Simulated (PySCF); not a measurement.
**Radial density of Co (cobalt, neutral)**

UHF, [Ar] 3d7 4s2, high-spin 4F determinant. Calculation: PySCF 2.14, in aug-cc-pwCVTZ-DK (10s9p7d4f3g, 127 functions); the spin-free X2C one-electron Hamiltonian (Gaussian nucleus).

```tsv
r (bohr)	4πr²ρ (e/bohr)	4πr²(ρα − ρβ)
0.000997	0.2423	0.0000
0.00168	0.6091	0.0000
0.00282	1.499	0.0000
0.00474	3.558	0.0001
0.00798	7.950	0.0001
0.0134	15.95	0.0002
0.0226	26.59	0.0000
0.0380	32.74	-0.0012
0.0639	27.82	-0.0027
0.107	27.54	0.0174
0.181	36.75	0.2151
0.304	21.00	1.0876
0.511	16.14	2.6754
0.860	15.52	2.6888
1.45	4.154	1.0176
2.43	1.125	0.1432
4.09	0.3576	-0.0200
6.88	0.02573	-0.0050
11.6	0.0001041	0.0000
```

Densities and radii are taken from the X2C orbitals without a picture-change correction, which distorts them close to the nucleus.

Where is the radial spin density 4πr²(ρα − ρβ) most negative, and why is it negative at all?

Around r = 4.09 bohr, down to -0.0200 e/bohr: exchange with the open shell polarises the paired shells in an unrestricted calculation.
